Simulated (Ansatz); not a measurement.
Basis-set series for C$_{2}$H$_{3}$ClOSi, SMILES `ClC1=CO[SiH2]1`. Total charge 0; spin multiplicity 1. Geometry: relaxed with PBE0-D4/def2-TZVP.

Z-matrix (Å, degrees):
```
Si
O 1 1.709
C 1 2.172 2 39.6
C 1 1.842 2 77.5 3 0.0
H 1 1.481 2 112.4 3 117.1
H 1 1.481 2 112.4 3 -117.1
H 3 1.086 1 169.6 2 0.0
Cl 4 1.697 1 145.9 2 180.0
```

```json
{"functional": "PBE0-D4", "basis": "def2-SVP", "functions": "93", "energy (Eh)": "-902.11066", "HOMO (eV)": "-6.70", "LUMO (eV)": "-0.24"}
{"functional": "PBE0-D4", "basis": "def2-TZVPP", "functions": "219", "energy (Eh)": "-902.55418", "HOMO (eV)": "-6.81", "LUMO (eV)": "-0.62"}
{"functional": "ωB97M-V", "basis": "def2-SVP", "functions": "93", "energy (Eh)": "-902.45506", "HOMO (eV)": "-8.84", "LUMO (eV)": "1.73"}
{"functional": "ωB97M-V", "basis": "def2-TZVPP", "functions": "219", "energy (Eh)": "-902.90194", "HOMO (eV)": "-8.99", "LUMO (eV)": "1.09"}
```

Problem. Give the rows for def2-QZVPP. (Best estimate.)

Solution. Computed: 
```tsv
functional	basis	functions	energy (Eh)	HOMO (eV)	LUMO (eV)
PBE0-D4	def2-QZVPP	401	-902.58610	-6.85	-0.73
ωB97M-V	def2-QZVPP	401	-902.93183	-9.03	0.82
```

Positive LUMOs are unbound and depend on the basis.
